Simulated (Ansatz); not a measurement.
System: C4H11Sn, charge 0, multiplicity 2. It need not be the lowest isomer of its formula. 
Structure (B3LYP-D3(BJ)/def2-TZVP (Ansatz, an electronic-structure program) minimum search):
```
Sn
C 1 2.1280
H 2 1.0849 1 122.56
H 2 1.0850 3 114.67 1 179.50
C 1 2.1622 2 108.57 3 -13.95
H 5 1.0895 1 110.14 2 -61.03
H 5 1.0897 6 108.85 1 120.87
H 5 1.0897 6 108.85 7 118.40
C 1 2.1649 2 109.23 3 -134.71
H 9 1.0893 1 110.15 2 62.08
H 9 1.0897 10 108.87 1 120.67
H 9 1.0898 10 109.00 11 118.59
C 1 2.1675 2 109.83 3 106.09
H 13 1.0892 1 110.07 2 -61.08
H 13 1.0895 14 108.91 1 -120.66
H 13 1.0899 14 109.06 15 -118.81
```
Charge 0, spin multiplicity 2.

Total electronic energies in hartree. Valence correlation only, unless marked. UHF or UKS for open shells. Spin-orbit coupling is left out. Frozen are the shells of the preceding noble gas and the d and f shells that filled before the atom's block. Past Kr the def2 sets carry scalar-relativistic core potentials. STO-3G rows are all-electron and non-relativistic. CBS(X,Y): correlation extrapolated as X^-3; Hartree-Fock from the larger set. The bracket is a focal-point correction in the basis named.

| level | program | energy (Eh) |
|---|---|---|
| SVWN5/def2-TZVPD | Ansatz | ___ |
| B3LYP-D3(BJ)/def2-TZVPD | Ansatz + dftd3 | ___ |
| BHLYP-D3(BJ)/def2-TZVPD | Ansatz + dftd3 | -373.18142 |
| BHLYP/def2-TZVPD | Ansatz | -373.16309 |
| CAM-B3LYP-D4/def2-TZVPD | Ansatz + dftd4 | -373.23333 |
| LC-wPBE-D3(BJ)/def2-TZVPD | Ansatz + dftd3 | ___ |
| PBE-QIDH/def2-TZVPD | Ansatz | -372.83628 |
| MP2/STO-3G | Ansatz | -6119.56896 |
| RI-MP2/CBS(def2-TZVPP,def2-QZVPP)+[CCSD(T)-MP2]/def2-TZVPP | Ansatz | -372.2271 |

Task: What belongs in the gaps?

Result: 
- SVWN5/def2-TZVPD, energy (Eh): -371.46190
- B3LYP-D3(BJ)/def2-TZVPD, energy (Eh): -373.44702
- LC-wPBE-D3(BJ)/def2-TZVPD, energy (Eh): -373.29445
